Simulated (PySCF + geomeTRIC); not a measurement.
Caution: the unrestricted state is spin-contaminated.  The multiplicity is imposed and other spin states were not computed.

These are TPSS-D3(BJ)/def2-SVP (PySCF + geomeTRIC) values and carry that method's errors. fastk is a local helper that only speeds up exchange builds. No frequencies were computed at this level.

```python
import json, numpy as np
from pyscf import gto, dft
from fastk import lowrank_exchange
atoms = """
W      0.213723    -0.101501    -0.136349
F      1.650612    -0.723121    -0.890210
F     -1.619304     0.205161    -0.475304
F     -0.397020     0.649485     1.485998
"""
def scf(charge, spin, dm0=None):
    mol = gto.M(atom=atoms, basis='def2-svp', ecp={'W': 'def2-svp'}, charge=charge, spin=spin, verbose=3, max_memory=3780)
    mf = dft.KS(mol, xc='tpss').density_fit(auxbasis="def2-universal-jkfit")
    mf.disp = 'd3bj'
    mf.grids.level = 3
    mf.conv_tol = 1e-8
    mf.max_cycle = 120
    mf.level_shift = 0.25
    mf.kernel(dm0)
    if not mf.converged:
        mf = mf.newton().run(mf.mo_coeff, mf.mo_occ).undo_soscf()
    return mf
mf = scf(0, 1)
lowrank_exchange(mf)  # same exchange matrices as the stock routine, built faster for response steps
mo, _, stable, _ = mf.stability(return_status=True)
if not stable:
    mf.kernel(mf.make_rdm1(mo, mf.mo_occ))
del mf.get_jk
from pyscf.geomopt.geometric_solver import kernel as optimize
path = []
done, mol = optimize(mf, maxsteps=120, assert_convergence=False, callback=lambda env: path.append((env["energy"], bool(env["g_scanner"].converged))))
res = dict(converged=bool(done and path[-1][1]), energy=path[-1][0], path=[e for e, c in path], xyz=mol.atom_coords(unit="Angstrom").tolist(), nao=mol.nao)
json.dump(res, open("result.json", "w"))
```

Output:

```
SCF not converged.
converged SCF energy = -366.470878804005  <S^2> = 0.99149519  2S+1 = 2.2284481
<class 'pyscf.df.df_jk.DFUKS'> wavefunction is stable in the internal stability analysis
Geometry optimization cycle 1
converged SCF energy = -366.470878803521  <S^2> = 0.99152219  2S+1 = 2.2284723
cycle 1: E = -366.470878804  dE = -366.471  norm(grad) = 0.182524
Geometry optimization cycle 2
converged SCF energy = -366.490474988624  <S^2> = 0.85828318  2S+1 = 2.1055006
cycle 2: E = -366.490474989  dE = -0.0195962  norm(grad) = 0.0725428
Geometry optimization cycle 3
converged SCF energy = -366.495977217343  <S^2> = 0.78041881  2S+1 = 2.0301909
cycle 3: E = -366.495977217  dE = -0.00550223  norm(grad) = 0.0287383
Geometry optimization cycle 4
converged SCF energy = -366.497655313275  <S^2> = 0.7781531  2S+1 = 2.0279577
cycle 4: E = -366.497655313  dE = -0.0016781  norm(grad) = 0.00673197
Geometry optimization cycle 5
converged SCF energy = -366.497957548305  <S^2> = 0.77484836  2S+1 = 2.0246959
cycle 5: E = -366.497957548  dE = -0.000302235  norm(grad) = 0.00470446
Geometry optimization cycle 6
converged SCF energy = -366.498133979371  <S^2> = 0.77330361  2S+1 = 2.0231694
cycle 6: E = -366.498133979  dE = -0.000176431  norm(grad) = 0.00368408
Geometry optimization cycle 7
converged SCF energy = -366.498161717216  <S^2> = 0.77342502  2S+1 = 2.0232894
cycle 7: E = -366.498161717  dE = -2.77378e-05  norm(grad) = 0.00273797
Geometry optimization cycle 8
converged SCF energy = -366.498222110327  <S^2> = 0.77410299  2S+1 = 2.0239595
cycle 8: E = -366.49822211  dE = -6.03931e-05  norm(grad) = 0.000625879
Geometry optimization cycle 9
converged SCF energy = -366.498227419652  <S^2> = 0.77476005  2S+1 = 2.0246087
cycle 9: E = -366.49822742  dE = -5.30932e-06  norm(grad) = 0.00036879
Geometry optimization cycle 10
converged SCF energy = -366.498224006404  <S^2> = 0.77550056  2S+1 = 2.02534
cycle 10: E = -366.498224006  dE = 3.41325e-06  norm(grad) = 0.000916826
Geometry optimization cycle 11
converged SCF energy = -366.498220642324  <S^2> = 0.77582796  2S+1 = 2.0256633
cycle 11: E = -366.498220642  dE = 3.36408e-06  norm(grad) = 0.00107183
Geometry optimization cycle 12
converged SCF energy = -366.498223298061  <S^2> = 0.77569606  2S+1 = 2.0255331
cycle 12: E = -366.498223298  dE = -2.65574e-06  norm(grad) = 0.000934761
Geometry optimization cycle 13
converged SCF energy = -366.498228244238  <S^2> = 0.77537921  2S+1 = 2.0252202
cycle 13: E = -366.498228244  dE = -4.94618e-06  norm(grad) = 0.000652748
Geometry optimization cycle 14
converged SCF energy = -366.498220515017  <S^2> = 0.77502928  2S+1 = 2.0248746
cycle 14: E = -366.498220515  dE = 7.72922e-06  norm(grad) = 0.00056285
Geometry optimization cycle 15
converged SCF energy = -366.498223081707  <S^2> = 0.77486656  2S+1 = 2.0247139
cycle 15: E = -366.498223082  dE = -2.56669e-06  norm(grad) = 0.000380525
Geometry optimization cycle 16
converged SCF energy = -366.498224408974  <S^2> = 0.77485463  2S+1 = 2.0247021
cycle 16: E = -366.498224409  dE = -1.32727e-06  norm(grad) = 0.000335626
Geometry optimization cycle 17
converged SCF energy = -366.498223279034  <S^2> = 0.77478987  2S+1 = 2.0246381
cycle 17: E = -366.498223279  dE = 1.12994e-06  norm(grad) = 0.000356376
Geometry optimization cycle 18
converged SCF energy = -366.498224117721  <S^2> = 0.77477254  2S+1 = 2.024621
cycle 18: E = -366.498224118  dE = -8.38687e-07  norm(grad) = 0.000330227
<class 'geometric.internal.Distance'> : 3
<class 'geometric.internal.Angle'> : 2
<class 'geometric.internal.OutOfPlane'> : 1
<class 'geometric.internal.TranslationX'> : 1
<class 'geometric.internal.TranslationY'> : 1
<class 'geometric.internal.TranslationZ'> : 1
<class 'geometric.internal.RotationA'> : 1
<class 'geometric.internal.RotationB'> : 1
<class 'geometric.internal.RotationC'> : 1
Step    0 : Gradient = 9.126e-02/1.504e-01 (rms/max) Energy = -366.4708788035
Step    1 : Displace = 9.734e-02/1.286e-01 (rms/max) Trust = 1.000e-01 (=) Grad = 3.627e-02/6.274e-02 (rms/max) E (change) = -366.4904749886 (-1.960e-02) Quality = 0.844
Step    2 : Displace = 9.081e-02/1.179e-01 (rms/max) Trust = 1.414e-01 (+) Grad = 1.437e-02/1.996e-02 (rms/max) E (change) = -366.4959772173 (-5.502e-03) Quality = 0.930
Step    3 : Displace = 4.564e-02/6.385e-02 (rms/max) Trust = 2.000e-01 (+) Grad = 3.366e-03/5.260e-03 (rms/max) E (change) = -366.4976553133 (-1.678e-03) Quality = 1.090
Step    4 : Displace = 2.351e-02/2.994e-02 (rms/max) Trust = 2.828e-01 (+) Grad = 2.352e-03/3.251e-03 (rms/max) E (change) = -366.4979575483 (-3.022e-04) Quality = 1.465
Step    5 : Displace = 2.923e-02/3.308e-02 (rms/max) Trust = 3.000e-01 (+) Grad = 1.842e-03/3.031e-03 (rms/max) E (change) = -366.4981339794 (-1.764e-04) Quality = 1.175
Step    6 : Displace = 2.916e-02/3.327e-02 (rms/max) Trust = 3.000e-01 (=) Grad = 1.369e-03/2.064e-03 (rms/max) E (change) = -366.4981617172 (-2.774e-05) Quality = 0.283
Step    7 : Displace = 1.046e-02/1.397e-02 (rms/max) Trust = 3.000e-01 (=) Grad = 3.129e-04/4.252e-04 (rms/max) E (change) = -366.4982221103 (-6.039e-05) Quality = 1.200
Step    8 : Displace = 4.372e-03/5.594e-03 (rms/max) Trust = 3.000e-01 (=) Grad = 1.844e-04/2.506e-04 (rms/max) E (change) = -366.4982274197 (-5.309e-06) Quality = 0.667
Step    9 : Displace = 5.164e-03/6.639e-03 (rms/max) Trust = 3.000e-01 (=) Grad = 4.584e-04/7.069e-04 (rms/max) E (change) = -366.4982240064 (+3.413e-06) Quality = -0.245
Step   10 : Displace = 2.729e-03/3.508e-03 (rms/max) Trust = 2.582e-03 (-) Grad = 5.359e-04/7.418e-04 (rms/max) E (change) = -366.4982206423 (+3.364e-06) Quality = -0.154
Step   11 : Displace = 8.819e-04/1.138e-03 (rms/max) Trust = 1.291e-03 (-) Grad = 4.674e-04/6.280e-04 (rms/max) E (change) = -366.4982232981 (-2.656e-06) Quality = 0.939
Step   12 : Displace = 1.994e-03/2.508e-03 (rms/max) Trust = 1.826e-03 (+) Grad = 3.264e-04/4.331e-04 (rms/max) E (change) = -366.4982282442 (-4.946e-06) Quality = 0.804
Step   13 : Displace = 2.721e-03/3.361e-03 (rms/max) Trust = 2.582e-03 (+) Grad = 2.814e-04/3.445e-04 (rms/max) E (change) = -366.4982205150 (+7.729e-06) Quality = -0.082
Step   14 : Displace = 1.335e-03/1.776e-03 (rms/max) Trust = 1.291e-03 (-) Grad = 9.961e-05/1.649e-04 (rms/max) E (change) = -366.4982230817 (-2.567e-06) Quality = 0.618
Step   15 : Displace = 1.329e-03/1.518e-03 (rms/max) Trust = 1.291e-03 (=) Grad = 4.045e-05/5.632e-05 (rms/max) E (change) = -366.4982244090 (-1.327e-06) Quality = 3.034
Step   16 : Displace = 1.027e-03/1.169e-03 (rms/max) Trust = 1.826e-03 (+) Grad = 8.002e-05/1.234e-04 (rms/max) E (change) = -366.4982232790 (+1.130e-06) Quality = -9.393
Step   17 : Displace = 4.743e-04/5.380e-04 (rms/max) Trust = 5.136e-04 (x) Grad = 4.278e-05/7.253e-05 (rms/max) E (change) = -366.4982241177 (+2.913e-07) Quality = -3.802
Converged! =D
```

Cost: about 18 core-minutes (a rough figure).
